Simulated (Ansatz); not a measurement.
**Pulling the pair apart**

The pair of K⁺ (SMILES [K+], atom 1) and Cl$_{2}$ (SMILES ClCl, atoms 2–3), both closed shells, in one local arrangement (a lower one may exist), relaxed at PBE0-D4/def2-TZVP:

```tsv
atom	x (Å)	y (Å)	z (Å)
K1	0.0016	0.0049	-2.0933
Cl2	-0.3174	-0.9450	1.0446
Cl3	0.3158	0.9401	1.0487
```

Cl$_{2}$ is shifted rigidly along the line between the mean atom positions of the two fragments (negative: closer). Counterpoise interaction energies in kcal/mol. Computed with Ansatz 0.2.0 (basis: def2-TZVPPD); correlated methods freeze the cores. The outer core shell of Li, Na, Mg and K is correlated. The def2 sets are not built for correlating such inner shells, so the correlated values are less sure here.

| shift (Å) | MP2 | PBE-D4 | PBE0-D4 |
| --- | --- | --- | --- |
| -0.33 | -3.64 | -4.80 | -4.62 |
| -0.16 | -5.31 | -6.28 | -6.03 |
| 0.00 | -5.81 | -6.68 | -6.38 |
| 0.16 | -5.71 | -6.51 | -6.20 |
| 0.40 | -5.12 | -5.97 | -5.66 |
| 0.82 | -3.79 | -5.90 | -5.57 |
| 1.65 | -2.03 | -3.14 | -3.09 |
| 3.29 | -0.74 | -0.94 | -0.95 |

(1) What does CCSD(T) give at these shifts? (An estimate is asked for; the value comes from the calculation.)

The T1 diagnostic stays at or below 0.008.

Answers

(1) Computed: -3.08, -4.88, -5.48, -5.45, -4.93, -3.67, -1.97, -0.72 kcal/mol. For zero shift, CCSD(T) at an estimated basis limit (MP2 extrapolated from triple and quadruple zeta, plus CCSD(T) − MP2 in triple zeta) gives -6.59 kcal/mol. These are counterpoise interaction energies, counted from the two frozen fragments.

For scale, one of the runs: CCSD(T)/def2-TZVPPD, 138 basis functions, launched by `ansatz run in.yaml --threads 2 --pin off --events-out ev --progress --plain --max-ram 5222MiB`. The run took about 5.5 s on 2 CPU threads of an Arm Neoverse V2 (shared host).
